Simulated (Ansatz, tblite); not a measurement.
Isomers of Na$_{3}$Br$_{4}$ (doublet), found by a short tight-binding search and relaxed with r2SCAN-D4/def2-SVP in Ansatz.

The xTB rows come from tblite. HSE06 is defined as in plane-wave codes, on full-range PBE exchange. Correlated methods freeze 39 core orbitals; core or outer-core shells of Na, Br are correlated, in sets that lack core-valence functions.

Other spin states weren't relaxed.

A:

```csv
atom,x (Å),y (Å),z (Å)
Na1,0.580,1.617,-1.304
Na2,1.290,-2.368,-0.570
Na3,-1.388,-0.164,1.642
Br4,-2.151,1.656,-0.436
Br5,2.043,-0.412,-2.226
Br6,0.045,2.313,1.429
Br7,-0.420,-2.642,1.465
```

B:

```xyz
7

Na   -1.6843   -1.6208   -0.5340
Na    1.8458    0.0659    1.5279
Na   -0.2673    1.7931   -1.0083
Br    1.1665   -1.2727   -0.9568
Br   -2.6471    0.6350   -1.5397
Br    0.0980   -2.2096    1.6393
Br    1.4885    2.6091    0.8716
```

Problem. Estimate which lies lowest at each level, and how far above it the others are (kJ/mol).

Solution. 
```
              level    A     B
           GFN1-xTB  4.7   0.0
           GFN2-xTB  0.0   3.6
        HF/def2-SVP  0.0  10.1
   PBE-D4/def2-TZVP  0.0   3.4
  BLYP-D4/def2-TZVP  0.0   3.6
r2SCAN-D4/def2-TZVP  0.0   4.1
  PBE0-D4/def2-TZVP  0.0   4.4
 HSE06-D4/def2-TZVP  0.0   4.6
       MP2/def2-SVP  0.0   5.3
```
Point groups (tolerance 0.1 Å): A not assigned, B Cs. Lower isomers may exist.
